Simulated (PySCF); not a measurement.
Species: C₇H₇N.
Structure used (GFN2-xTB), in Å, numbered top down from 1:
```
atom  x, y, z in Å
C1    -1.041   -2.039   -0.592
C2    -0.457   -0.691   -0.322
C3    -1.231    0.473   -0.846
C4     0.695   -0.554    0.351
C5     1.305    0.669    0.642
C6     1.874    1.705    0.920
C7     2.503    2.867    1.226
N8     3.037    3.853    1.486
H9    -2.037   -2.110   -0.156
H10   -0.422   -2.833   -0.182
H11   -1.143   -2.195   -1.666
H12   -0.742    1.415   -0.611
H13   -1.340    0.393   -1.928
H14   -2.233    0.480   -0.418
H15    1.227   -1.425    0.714
```

Computed with TDDFT wB97X-D/def2-SVPD, vertical, gas phase, core orbitals frozen in the response (PySCF).

Ground-to-excited transition dipoles (e·a0, same axes as the geometry; the sign carries no meaning), for the states with f of 0.002 or more among the lowest 8:

| state | E (eV) | μx | μy | μz |
| --- | --- | --- | --- | --- |
| S2 | 4.769 | 1.066 | 0.912 | 0.579 |
| S4 | 6.488 | 1.680 | 1.498 | 0.909 |
| S8 | 7.626 | 0.316 | 0.284 | 0.171 |

Question: Work out the oscillator strengths.

Answer: f = (2/3) ΔE |μ|² with ΔE in hartree (27.2114 eV).

```json
{"state": "S2", "|μ|² (au)": "2.302", "|μ| (D)": "3.86", "f": "0.269"}
{"state": "S4", "|μ|² (au)": "5.891", "|μ| (D)": "6.17", "f": "0.936"}
{"state": "S8", "|μ|² (au)": "0.210", "|μ| (D)": "1.16", "f": "0.039"}
```

Question: Label these states by symmetry in Cs.

Answer: Polarised in the mirror plane, so A′: S2, S4 and S8.

Question: What angle do the transition dipoles of S4 and S8 make?

Answer: |cos θ| = |μa·μb| / (|μa| |μb|) = 1.00, so θ ≈ 0° (taken between 0 and 90°, since the signs are arbitrary).

Question: What peak molar absorption coefficient would the strongest computed level give as a lone Gaussian band 0.5 eV wide at half height?

Answer: ε(max) = 2.175×10⁸ f / FWHM, with the width in cm⁻¹. S4: 2.175×10⁸ × 0.9364 / 4033 ≈ 51000 L mol⁻¹ cm⁻¹.
